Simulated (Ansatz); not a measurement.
Basis-set extrapolation for C₄H₅F₃ (`C/C=C/C(F)(F)F`) (PBE0-D4/def2-TZVP geometry, frozen core, Ansatz 0.2.0). Multiplicity 1, RHF reference.

```json
{"": "HF", "def2-TZVPP": "-452.891255", "def2-QZVPP": "-452.910872"}
{"": "MP2 correlation", "def2-TZVPP": "-1.391455", "def2-QZVPP": "-1.505926"}
{"": "CCSD(T) correlation", "def2-TZVPP": "-1.473889", "def2-QZVPP": "not run"}
```

Energies in hartree. Use E(X) = E(∞) + A·exp(−7.88·√X) for Hartree–Fock and E(X) = E(∞) + B·X^(−2.97) for correlation, with X = 3 and 4, and add CCSD(T) minus MP2 of the smaller set to the MP2 limit.

Q: What is the CCSD(T) energy at the basis-set limit?

A: HF limit: -452.910872 + (-0.019617) × 0.13774 = -452.91357. MP2 limit: -1.505926 + (-0.114471) × 0.74074 = -1.59072. Higher-order term: -1.473889 − (-1.391455) = -0.08243. Total: -454.58672 hartree, 581.7 kJ/mol below CCSD(T)/def2-TZVPP.
